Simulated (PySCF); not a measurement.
Species: C6H10S.
Z-matrix (Å and degrees, GFN2-xTB geometry), rows numbered from 1:
```
C 
C   1  1.3298
C   2  1.4483  1  125.94
C   3  1.5016  2  119.17  1     0.09
C   3  1.3410  2  121.06  1  -179.98
S   5  1.7536  3  125.39  2     0.05
C   6  1.8177  5   99.17  3   179.95
H   1  1.0764  2  122.65  3    -0.08
H   1  1.0762  2  121.18  3   179.97
H   2  1.0833  1  119.53  3  -179.91
H   4  1.0890  3  110.22  2   -59.77
H   4  1.0872  3  110.88  2   179.94
H   4  1.0891  3  110.28  2    59.56
H   5  1.0788  3  121.48  2  -179.96
H   7  1.0863  6  109.60  5    60.95
H   7  1.0863  6  109.61  5   -60.95
H   7  1.0851  6  106.77  5   179.99
```

The closed-shell SCF was solved with PySCF and density fitting under several settings on one GFN2-xTB geometry (grid level 2 and gas phase unless stated).

```csv
settings,basis functions,SCF cycles,E (Eh),HOMO (eV),LUMO (eV),dipole (D)
PBE0/pcSseg-1,176,14,-632.3322,-5.74,-0.76,1.80
PBE0/def2-SVPD,227,14,-632.1042,-5.75,-0.84,1.80
"PBE0/pcSseg-0, IEF-PCM dimethylsulfoxide",87,13,-631.3981,-5.97,-0.77,2.60
"wB97X/pcSseg-1, damping 0.1 at the start, DIIS from the seventh cycle",176,13,-632.6948,-7.88,1.28,1.77
"B97-2/6-31++G**, start guess huckel",190,14,-632.7553,-5.48,-0.83,1.89
"KT3/pcSseg-1, IEF-PCM acetone, grid level 3",176,15,-639.4565,-4.87,-1.62,2.39
```

Estimate the row for these settings: HF/ANO-RCC-VDZP, IEF-PCM dichloromethane, damping 0.3 at the start, DIIS from the seventh cycle, start guess huckel.

| settings | basis functions | SCF cycles | E (Eh) | HOMO (eV) | LUMO (eV) | dipole (D) |
| --- | --- | --- | --- | --- | --- | --- |
| HF/ANO-RCC-VDZP, IEF-PCM dichloromethane, damping 0.3 at the start, DIIS from the seventh cycle, start guess huckel | 152 | 13 | -630.3233 | -7.81 | 2.47 | 2.25 |

Over all rows, what range does the HOMO–LUMO gap span?

From 3.25 eV (KT3/pcSseg-1, IEF-PCM acetone, grid level 3) to 10.28 eV (HF/ANO-RCC-VDZP, IEF-PCM dichloromethane, damping 0.3 at the start, DIIS from the seventh cycle, start guess huckel). The functional of the narrowest has no exact exchange, that of the widest 100 % exact exchange.

And the dipole moment?

From 1.77 D (wB97X/pcSseg-1, damping 0.1 at the start, DIIS from the seventh cycle) to 2.60 D (PBE0/pcSseg-0, IEF-PCM dimethylsulfoxide); the largest is 1.47 times the smallest, and the median is 1.89 D.

Compare two rows with the functional PBE0: PBE0/pcSseg-1 and PBE0/def2-SVPD. Which energy is lower, and by how much?

PBE0/pcSseg-1 (176 functions) lies 0.2280 Eh or 143 kcal/mol below PBE0/def2-SVPD (227 functions). The smaller set gives the lower energy; the two sets aren't nested, so the variational bound doesn't order them by size.

Cycle counts include a coarse-grid stage where the run had one. All basis functions are spherical, in the Pople sets too. KT3 was designed for NMR shieldings or shifts; total energies of different functionals aren't comparable. ANO-RCC sets were contracted for a scalar-relativistic Hamiltonian, but ran non-relativistically here. The species at its GFN2-xTB geometry (one conformer only).
